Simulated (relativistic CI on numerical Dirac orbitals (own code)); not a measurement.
Mn6+ in a cubic cluster: 2p photoemission with charge transfer

Computed with a charge-transfer multiplet model of a cubic metal-ligand cluster with up to 2 ligand holes, Slater and spin-orbit integrals from Dirac-Coulomb-Breit ions, Slater integrals scaled by 0.9. The parameters are those of a tetrahedral site (10Dq negative, t2 hopping the larger). The ground state mixes d1 with configurations of k ligand holes L, whose averages lie at kΔ + k(k − 1)U_dd/2; a core hole lowers each added d electron by U_cd. 20 K, Lorentzian 0.6 eV and Gaussian 0.8 eV FWHM.

Atomic integrals in eV (Slater integrals scaled, ζ unscaled), ground: F2dd 11.938, F4dd 7.546, zeta_d 0.064; with the core hole: F2dd 11.938, F4dd 7.546, zeta_d 0.092, zeta_core 6.783, F2cd 8.752, G1cd 7.048, G3cd 4.019. Where a configuration has fewer than two d electrons, the dd integrals are those of d2.

Cluster parameters (eV): Δ = -1.8, U_dd = 6.3, 10Dq = -0.15, 10Dq(ligand) = 0, V(eg) = 0.62, V(t2g) = -1.06, final-state hopping factor = 1.

Weights, n_d and S are thermal averages at 20 K. Binding energies count from the first peak over 30 % of the highest in each spectrum, which can be another peak from case to case. The parameters are a model scan and need not match a compound or its usual spin state. Peaks in eV (height, largest 100): 0.0 (100), 1.5 (98), 3.4 (52), 5.5 (45), 9.6 (75), 12.2 (70), 14.1 (51), 16.5 (26), 17.8 (28), 20.8 (42), 25.9 (18), 32.5 (7).

Question: Which parameters give this spectrum?
A. U_cd = 8.1 eV
B. U_cd = 9.3 eV
C. U_cd = 7.5 eV

Answer: B. U_cd = 9.3 eV; the ground state then has 2.05 d electrons and S = 0.50. The choice follows from running the model for each set and comparing peak positions and heights. The space is cut while the next configuration still counts.
